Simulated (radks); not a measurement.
Task: The mean radii <r> (bohr) of the occupied orbitals of an atom or ion are listed with their occupations. Calculated with a radial shooting solver on a logarithmic mesh with Libxc functionals: Dirac Kohn-Sham, exchange-only PBE, spin-unpolarised, spherical densities, finite nucleus; Fermi nuclear charge, rms radius of each element as measured or else 0.836 A^(1/3) + 0.57 fm.

| orbital | occ. | <r> |
|---|---|---|
| 1s1/2 | 2 | 0.03706 |
| 2s1/2 | 2 | 0.1622 |
| 2p1/2 | 2 | 0.1385 |
| 2p3/2 | 4 | 0.1429 |
| 3s1/2 | 2 | 0.4552 |
| 3p1/2 | 2 | 0.4507 |
| 3p3/2 | 4 | 0.4607 |
| 3d3/2 | 4 | 0.4410 |
| 3d5/2 | 6 | 0.4443 |
| 4s1/2 | 1 | 1.058 |

Name the element and its charge. Open shells, if any, fill j = l - 1/2 first.

Result: Z = 40, zirconium, charge +11: Zr11+ in [Ar] 3d10 4s1. The 1s radius gives Z: for a bare nucleus <r> = (2 gamma + 1)/(2Z) with gamma = sqrt(1 - (Z/c)^2), 0.03641 bohr for Z = 40, and screening makes it slightly larger (0.03706 here). The occupations add up to 29, and the charge is Z minus that.
